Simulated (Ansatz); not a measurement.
`FC#[C][GeH3]` → `C#CF` + `[GeH2]` at 500 K and 1 bar (germylene formation by 1,1-elimination).

Computed with Ansatz on PBE0-D4/def2-TZVP structures; ΔE is electronic, products minus reactants. CCSD(T)/CBS adds triple-zeta CCSD(T) − MP2 to the extrapolated MP2 energy (def2 sets, frozen cores). This one scheme is used for every species. For Ge outer-core shells are correlated without core-valence functions, which leaves a few kJ/mol of doubt a bond. Scalar relativity is left out up to krypton.

```json
{"species": "`FC#[C][GeH3]`", "CCSD(T)/CBS energy (Eh)": "-2253.70460", "H − E (kJ/mol)": "129.0", "S (J/(mol·K))": "353.3"}
{"species": "`C#CF`", "CCSD(T)/CBS energy (Eh)": "-176.38388", "H − E (kJ/mol)": "76.5", "S (J/(mol·K))": "257.9"}
{"species": "`[GeH2]`", "CCSD(T)/CBS energy (Eh)": "-2077.24753", "H − E (kJ/mol)": "46.3", "S (J/(mol·K))": "239.7"}
```

H − E and S are ideal-gas, rigid-rotor, harmonic terms from PBE0-D4/def2-TZVP. 1 Eh = 2625.50 kJ/mol, R = 8.31446 J/(mol·K).

Q: By hand: ΔE, ΔH, ΔS and ΔG.

A: ΔE = (-176.38388) + (-2077.24753) − (-2253.70460) = 0.07319 Eh = 192.2 kJ/mol. Δ(H − E) = 76.5 + 46.3 − 129.0 = -6.2, so ΔH = 186.0 kJ/mol. ΔS = 257.9 + 239.7 − 353.3 = 144.3 J/(mol·K). ΔG = 186.0 − 500 × (144.3)/1000 = 113.8 kJ/mol.

Q: By hand: the equilibrium constant, and the temperature at which ΔG would vanish if ΔH and ΔS stayed fixed.

A: log₁₀ K = −ΔG/(RT ln 10) = -11.9. ΔG = 0 at ΔH/ΔS = 1289 K.

The number of gas molecules changes by +1, which sets the sign of ΔS. A doubt of 5 kJ/mol in ΔE shifts log₁₀ K by 0.5 here. These are equilibria of isolated gas molecules and say nothing of rates. Largest T1 diagnostic: 0.013 (customary marks: 0.02 for closed shells, 0.045 for open ones).
